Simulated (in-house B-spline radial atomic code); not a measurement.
Atomic self-consistent-field run: V (an excited or competing configuration). Level of theory: non-relativistic LDA exchange-only, spin-polarised, spherical fractional occupations, point nucleus; calculated with an all-electron radial atomic-structure program (B-spline basis).

In the input, 3d5,1 would mean five up and one down electron.

Command:
```bash
python run_scf.py task.json out
```
Settings:
```
Z                23
configuration    1s2 2s2 2p6 3s2 3p6 3d0,3 4s1,0 4f0,1
hamiltonian      nr
method           lda,
spin_polarised   True
```

Output (hartree, bohr):
```
 radial grid: 71 intervals, B-splines of order 8, outer radius 144.5 bohr

 iter        energy (Eh)    residual
    1        -933.569401    2.91e-01
    2        -935.505459    3.33e-01
    3        -939.483134    5.79e-02
    4        -939.621444    2.07e-02
    5        -939.641638    2.36e-03
    6        -939.642301    3.52e-04
    7        -939.642371    2.04e-04
    8        -939.642379    9.11e-05
    9        -939.642382    5.37e-06
   10        -939.642383    1.33e-06
   11        -939.642383    1.07e-07

 total energy                      -939.64238
 kinetic                             939.6424
 electron-nucleus                  -2228.3023
 Hartree                             389.9435
 exchange-correlation                -40.9259

 orbital      occ     eigenvalue          <r>       <r^2>       <1/r>       <r^4>     <1/r^3>       r_max
 1s up      1.000      -195.3381    0.0671773  0.00605395     22.4802  9.3689e-05           -     0.04419
 1s down    1.000      -195.3362    0.0671778  0.00605408     22.4801  9.3695e-05           -     0.04419
 2s up      1.000       -21.9205     0.311726    0.114782     4.72544   0.0230854           -      0.2586
 2s down    1.000       -21.9636     0.312145    0.115111     4.71884   0.0232345           -      0.2588
 2p up      3.000       -18.5447     0.275335   0.0933613     4.67432   0.0178538      301.77       0.209
 2p down    3.000       -18.5775     0.275804    0.093713     4.66825   0.0180079     300.942      0.2091
 3s up      1.000        -2.6143     0.961419     1.06863     1.46573     1.87001           -      0.8271
 3s down    1.000        -2.7302     0.958908      1.0618     1.46959     1.83307           -       0.827
 3p up      3.000        -1.7010      1.02729      1.2483     1.34029     2.78342     35.4356      0.8478
 3p down    3.000        -1.8141      1.02073     1.22867     1.34731     2.65232     35.8346      0.8474
 3d down    3.000        -0.4008      1.34745     2.36205    0.995856     14.0939     2.71636      0.8832
 4s up      1.000        -0.3123      3.18526     11.5401    0.404796     208.648           -       2.735
 4f down    1.000        -0.0113      18.4378     371.925   0.0599866      192645 0.000315322       16.94
```

Cost of the run: 0.32 s on 1 thread of Arm Neoverse V1 (shared host).
